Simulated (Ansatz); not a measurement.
System: ReF₃, charge 0, multiplicity 5. The spin state was set by rule; other spins were not relaxed. SMILES: [F][Re]([F])[F]
Geometry: optimised at B3LYP-D3(BJ)/def2-TZVP (Ansatz, an electronic-structure program).

Quantity: atomisation energy (electronic, to ground-state atoms), in kcal/mol. Valence correlation only, unless marked. Open shells are spin-unrestricted. No spin-orbit coupling. Frozen are the shells of the preceding noble gas and the d and f shells that filled before the atom's block. In def2 rows, elements after Kr have scalar-relativistic effective core potentials. The coupled-cluster limit lacks core correlation, which all-electron functionals hold. CBS marks a two-point X^-3 extrapolation of the correlation energy; Hartree-Fock from the larger set. The bracket is a focal-point correction in the basis named.

| level | program | atomisation energy (kcal/mol) | minus last row |
|---|---|---|---|
| HF/def2-TZVPP | Ansatz | 199.7 | -125.4 |
| HF/def2-QZVPP | Ansatz | 201.5 | -123.6 |
| PBE0/def2-QZVPP | Ansatz | 328.0 | 2.9 |
| r2SCAN0/def2-TZVPD | Ansatz | 312.7 | -12.4 |
| B2GP-PLYP-D3(BJ)/def2-TZVPD | Ansatz + dftd3 | 322.8 | -2.3 |
| B2PLYP-D3(BJ)/def2-TZVPD | Ansatz + dftd3 | 326.2 | 1.1 |
| RI-MP2/CBS(def2-TZVPP,def2-QZVPP)+[CCSD(T)-MP2]/def2-TZVPP | Ansatz | 325.1 | 0.0 |
